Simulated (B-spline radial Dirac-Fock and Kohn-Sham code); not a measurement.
Nd: input and output of one calculation

ΔSCF core binding energies without Breit or QED terms, calculated with a radial finite-basis atomic code. Keys: rel is the Hamiltonian (dirac, or spin-free x2c and nr, where L3 and M5 stand for the whole 2p and 3d shells), method is hf or an exchange,correlation pair (spin-unpolarised, also for the hole states), nuc the nuclear model, radius_factor scales its radius, rmax is the box in bohr, h the logarithmic mesh step, order the B-spline order, points the quadrature points per cell, c_factor scales the speed of light, and damp, ndamp, maxit and tol steer the iteration. The run stops when the commutator error falls below 10·tol·max(1, Z/10), or the numerical noise floor, and the energy has settled to about 1e-8 Ha; the virial ratio is −V/T.

Input (task.json):

```json
{"items": [{"Z": 60, "q": 0, "cfg": [[1, 0, 2], [2, 0, 2], [2, 1, 6], [3, 0, 2], [3, 1, 6], [3, 2, 10], [4, 0, 2], [4, 1, 6], [4, 2, 10], [4, 3, 4], [5, 0, 2], [5, 1, 6], [6, 0, 2]], "A": 142, "rrms": 4.9123, "do": "settings", "holes": ["K", "L3", "M5"],
  "settings": [{"rel": "dirac", "method": "hf", "nuc": "fermi", "radius_factor": 1.0, "rmax": 45.0, "h": 0.3, "order": 5, "points": 10, "c_factor": 1.0, "maxit": 60, "damp": 0.5, "ndamp": 3, "tol": 1e-08}]}]}
```

Command: `python xray2_run.py task.json out`

Ground-state iterations:

```
iter   energy (Ha)        error
   1    -9612.43474902  2.02e+00
   2    -9616.08396229  6.79e-01
   3    -9624.59455572  1.37e-01
   4    -9625.06233571  4.97e-02
   5    -9625.12753220  8.84e-03
   6    -9625.13186847  4.33e-03
   7    -9625.13262032  2.07e-03
   8    -9625.13276263  1.15e-03
   9    -9625.13280455  1.57e-04
  10    -9625.13280592  3.98e-05
  11    -9625.13280598  3.28e-06
  12    -9625.13280598  9.27e-07
  13    -9625.13280598  1.16e-07
```

The ground state converged in 13 iterations, with total energy -9625.13281 Ha, virial ratio 1.92741 and highest orbital energy -4.74 eV. ΔSCF binding energies: K (1s) 43746.4 eV, L3 (2p3/2) 6226.3 eV, M5 (3d5/2) 983.4 eV.
